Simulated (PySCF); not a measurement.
Chromium: a sound run and one with changed settings

Sound run: Cr²⁺ [Ar] 3d4, Cr³⁺ [Ar] 3d3. Calculation: PySCF 2.14, in jorge-DZP-DKH; scalar relativity by spin-free X2C-1e. The sound run starts from symmetry-adapted Hartree-Fock orbitals and uses a fine grid where one is needed.

A second run was set up differently.

```json
{"species": "Cr²⁺", "method": "UHF", "sound run (hartree)": "-1048.83855", "changed run (hartree)": "-1048.83855", "converged": "yes"}
{"species": "Cr²⁺", "method": "BP86", "sound run (hartree)": "-1049.99508", "changed run (hartree)": "-1050.03279", "converged": "yes"}
{"species": "Cr²⁺", "method": "PBE0", "sound run (hartree)": "-1049.65715", "changed run (hartree)": "-1049.64174", "converged": "yes"}
{"species": "Cr³⁺", "method": "UHF", "sound run (hartree)": "-1047.73833", "changed run (hartree)": "-1047.73833", "converged": "yes"}
{"species": "Cr³⁺", "method": "BP86", "sound run (hartree)": "-1048.83041", "changed run (hartree)": "-1048.84101", "converged": "yes"}
{"species": "Cr³⁺", "method": "PBE0", "sound run (hartree)": "-1048.49753", "changed run (hartree)": "-1048.46145", "converged": "yes"}
```

Ionisation energy of Cr²⁺:

| method | sound run (eV) | changed run (eV) |
| --- | --- | --- |
| UHF | 29.938 | 29.938 |
| BP86 | 31.692 | 32.430 |
| PBE0 | 31.555 | 32.117 |

(1) What was changed?
A. radial grid too coarse
B. a valence shell is frozen
C. level shift left on
D. all electrons correlated in a valence basis

Results:

(1) A. It used radial step 0.8 in ln r (0.13 in the sound run). A coarse radial grid mis-integrates the density and the exchange-correlation energy, with errors of either sign; Hartree-Fock needs no grid.
